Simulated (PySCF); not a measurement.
**Polarisability of `C[n+]1csc(C(F)F)c1`**

Compound: C₅H₆F₂NS (charge +1).
Structure used (GFN2-xTB), in Å, numbered top down from 1:
```xyz
15
C5H6F2NS angstrom
C     -2.255   -0.592    0.495
N     -1.052    0.104    0.114
C     -1.009    1.363   -0.285
S      0.544    1.901   -0.669
C      1.169    0.342   -0.273
C      2.628   -0.033   -0.356
F      2.759   -1.110   -1.153
F      3.063   -0.386    0.868
C      0.170   -0.489    0.128
H     -2.169   -0.949    1.522
H     -2.406   -1.455   -0.156
H     -3.116    0.067    0.417
H     -1.884    1.985   -0.359
H      3.268    0.775   -0.742
H      0.288   -1.517    0.428
```

Level: CAM-B3LYP/def2-SVPD (PySCF), static field, nuclei fixed, core orbitals frozen in the response. The polarisability tensor in these axes (au):

```
x   93.45  1.78 -6.01
y    1.78 80.21 -8.49
z   -6.01 -8.49 57.12
```

Problem. Diagonalise the tensor; give its mean and Δα, where Δα² is half the sum of the squared differences of the eigenvalues.

Solution. Principal values 53.66, 81.97 and 95.15 au; mean 76.93 au = 11.40 Å³ = 12.68 × 10⁻⁴⁰ C²·m²/J; Δα = 36.72 au (48 % of the mean).

Problem. What are the principal values of the traceless quadrupole moment, Θ = ½Σq(3rr − r²1), about the centre of nuclear charge?

Solution. -20.64, -2.53, 23.17 D·Å. The values depend on the origin, since the species is charged. The electronic extent ⟨r²⟩ about the same centre is 1429 bohr², a root-mean-square distance of 2.29 Å for the 76 electrons.

Problem. Sum over states: ᾱ = Σ f/ω², ω in Eh. What share falls to these 8 lowest TDDFT singlets (eV, f)? 5.58, 0.1038; 6.33, 0.0367; 6.77, 0.0001; 7.14, 0.0003; 7.42, 0.3303; 7.49, 0.0006; 7.75, 0.0034; 7.80, 0.2110.

Solution. They add up to 10.21 au, 13.3 % of the 76.93 au; the largest single term is 4.45 au, from the state at 7.42 eV. Terms in order: 2.47, 0.68, 0.00, 0.00, 4.45, 0.01, 0.04, 2.57 au. Higher excitations give the rest. The strengths listed sum to 0.686.

Problem. Rayleigh depolarisation ratio (linearly polarised light, static tensor)?

Solution. ρ = 3Δα²/(45ᾱ² + 4Δα²) = 4045.7/(266305 + 5394.3) = 0.0149.

Problem. Give the principal axes and the span of the nuclei along them.

Solution. Largest value along (0.95, 0.23, -0.20), where the nuclei span 6.48 Å; middle along (-0.28, 0.93, -0.25), 4.05 Å; least along (0.13, 0.29, 0.95), 2.17 Å. The response follows the extents in order.

One conformer (not necessarily the lowest) at the GFN2-xTB geometry, without solvent, vibrations or thermal averaging.
